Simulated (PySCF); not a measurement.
A run that did not reach its result, on `CSCCS(=O)(=O)O` (driver script around PySCF, density fitting, GFN2-xTB geometry as the base; each input is a line of settings and coordinates in Å).

Command:
```bash
OMP_NUM_THREADS=1 python probes_run.py task.json out
```
Input:
```
{"job": {"kind": "j", "xc": "PBE00", "basis": "6-31G*", "scf": {"max_cycle": 100}}, "charge": 0, "multiplicity": 1}
C      1.543882    -0.419126     0.768355
S      1.545938     0.953136     0.303644
C      0.587867     0.903177    -0.794273
C     -0.559133     1.000510    -0.426562
S     -1.017638    -0.266402     0.091367
O     -0.976163    -0.322656     1.234814
O     -0.561149    -1.123862    -0.507953
O     -2.269389    -0.154874    -0.217746
H      2.211070    -0.486461     1.320527
H      1.659614    -0.950599     0.091405
H      0.797382    -0.595177     1.173745
H      0.803415     1.570361    -1.313760
H      0.697929     0.151173    -1.221762
H     -1.098936     1.165012    -1.086975
H     -0.660992     1.582563     0.209832
H     -2.709778    -0.385634     0.366211
```

Output:
```
KeyError: "LibXCFunctional: name 'PBE00' not found."
```

**Question.** What went wrong, and what mends it?

**Answer.** The functional name PBE00 isn't known to the program. The coordinates are the GFN2-xTB ones scaled by 0.8. Correct the name (PBE0). The run gave no result.

Conformer computed: `[CH3:1][S:2][CH2:3][CH2:4][S:5](=[O:6])(=[O:7])[OH:8]`: C1–S2–C3–C4 84°, S2–C3–C4–S5 -79°, C3–C4–S5–O6 99°, H–O8–S5–C4 -136°.
